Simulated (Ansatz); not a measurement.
F2H4O2Si2 can be A, `O[Si](O)(F)[SiH2]F`, or B, `O[SiH](F)O[SiH2]F`.

Computed with Ansatz on PBE0-D4/def2-TZVP structures; ΔE is electronic, products minus reactants. CBS: MP2 limit from def2 TZ/QZ plus the TZ coupled-cluster correction, frozen cores. Functionals use def2-TZVPP. B3LYP here is the variant with VWN-RPA as its local correlation; programs differ in this. One conformer a species, not always the lowest.

A:

Z-matrix (Å, degrees):
```
Si
O 1 1.623
F 1 1.600 2 111.3
O 1 1.634 2 108.2 3 117.7
Si 1 2.342 2 106.6 3 -118.3
H 2 0.960 1 119.3 3 -79.3
H 4 0.959 1 118.5 2 -160.0
F 5 1.609 1 108.0 2 -175.6
H 5 1.485 1 112.2 2 65.4
H 5 1.485 1 111.1 2 -57.6
```

B:

Z-matrix (Å, degrees):
```
Si
F 1 1.591
O 1 1.622 2 106.8
O 1 1.618 2 110.6 3 -120.9
H 1 1.465 2 109.0 3 121.1
Si 3 1.622 1 150.9 2 39.1
H 4 0.958 1 120.2 2 65.0
F 6 1.592 3 109.2 1 54.8
H 6 1.478 3 110.4 1 -63.2
H 6 1.476 3 108.4 1 172.2
```

Question: Which is lower in electronic energy at CCSD(T)/CBS, and by how much? (An estimate is asked.)

Answer: Ansatz gave: B, by 36.3 kcal/mol.

Question: Give E(B) − E(A) in kcal/mol with B3LYP-D4, CCSD(T)/def2-SVP, BLYP-D4, CCSD(T)/def2-TZVPP, CCSD/def2-TZVPP, ωB97M-V, PBE-D4. (Estimate.)

Answer: Computed: B3LYP-D4 -34.9, CCSD(T)/def2-SVP -36.4, BLYP-D4 -32.8, CCSD(T)/def2-TZVPP -36.6, CCSD/def2-TZVPP -37.5, ωB97M-V -36.2, PBE-D4 -28.8. None reverses the order clearly.

Question: Does the order hold for the free energy at 298.15 K (harmonic terms from PBE0-D4)? (An estimate is asked.)

Answer: Computed: Yes: G(B) − G(A) = -37.4 kcal/mol, for one conformer each. Modes under 60 cm⁻¹, often nearly free rotors, make the harmonic entropy too high.

Largest T1 diagnostic: 0.012.

From PBE to PBE0 (25 % exact exchange), in def2-TZVPP and without D4, E(B) − E(A) moves by −2.8 kcal/mol. Leaving LDA and LC-ωPBE aside and taking each functional with its dispersion term where it has one, the values, not all of them listed here, spread over 9.6 kcal/mol, from BHLYP-D4 to revPBE-D4. LDA lies −1.2 kcal/mol from PBE without D4.
